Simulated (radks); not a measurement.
Results of a calculation; reference values are marked as such.
Q: Os LXV, 12 electrons, occupied as [Ne] 3s2 (the NIST ground configuration). Level of theory: Dirac Kohn-Sham, PBE, spin-unpolarised, spherical densities, finite nucleus; Fermi nuclear charge, rms radius 5.4126 fm (a radial shooting solver on a logarithmic mesh with Libxc functionals). Some entries of the table are withheld. Estimate them.

| orbital | occ. | eigenvalue (eV) | <r^2> (bohr^2) | r(max) (bohr) |
|---|---|---|---|---|
| 1s1/2 | 2 | -79318.02 | 0.0004329 | (1) |
| 2s1/2 | 2 | -18110.03 | 0.006387 | 0.06314 |
| 2p1/2 | 2 | -17646.31 | 0.004525 | 0.04669 |
| 2p3/2 | 4 | -16065.93 | 0.005641 | 0.05359 |
| 3s1/2 | 2 | (2) | 0.03567 | 0.1688 |
| 3p1/2 | 0 | -7268.764 | 0.03179 | 0.1565 |
| 3p3/2 | 0 | -6839.880 | 0.03619 | 0.1685 |
| 3d3/2 | 0 | -6633.750 | 0.02627 | (3) |
| 3d5/2 | 0 | -6531.371 | 0.02744 | (4) |
| 4s1/2 | 0 | -4002.593 | 0.1204 | 0.3321 |

A: 
(1) 1s1/2 r(max) (bohr): 0.01103
(2) 3s1/2 eigenvalue (eV): -7432.855
(3) 3d3/2 r(max) (bohr): 0.1283
(4) 3d5/2 r(max) (bohr): 0.1316
